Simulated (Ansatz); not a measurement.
System: C$_{4}$H$_{4}$NS (charge 0, doublet). It need not be the lowest isomer of its formula. 
Structure (B3LYP-D3(BJ)/def2-TZVP (Ansatz, a program for electronic structure) minimum search):
SMILES: c1cs[c]c1N
```xyz
10

N     -2.1823    -0.6517    -0.4154
C     -0.8978    -0.3249    -0.1783
C     -0.5549     1.0535     0.0532
S      1.1109     1.0618     0.3066
C      1.3578    -0.6811     0.1169
C      0.1730    -1.2840    -0.1411
H     -2.8638     0.0899    -0.4220
H     -2.4790    -1.5975    -0.5835
H      2.3257    -1.1529     0.2020
H      0.0509    -2.3474    -0.2981
```
Charge 0, spin multiplicity 2.

Basis-set convergence of Hartree-Fock and CCSD correlation energies (hartree) with Ansatz. Correlated levels leave the core frozen unless marked. Open shells are spin-unrestricted. Spin-orbit coupling is left out. Non-relativistic.

The UHF reference is spin-contaminated (<S^2> 0.10 over the pure value in the largest basis). 

```csv
basis,functions,E(HF),"E(corr, CCSD)"
cc-pV(D+d)Z,113,-605.70095,-0.83765
cc-pV(T+d)Z,245,-605.77152,-1.01263
cc-pV(Q+d)Z,459,-605.78922,-1.06952
```

Extrapolating the two largest sets (X = 3 and 4) as X^-3: E(corr) = (64·(-1.06952) - 27·(-1.01263))/37 = -1.1110 Eh, an estimate of the basis-set limit. The largest set recovers 96.3 % of it, the smallest 75.4 %.
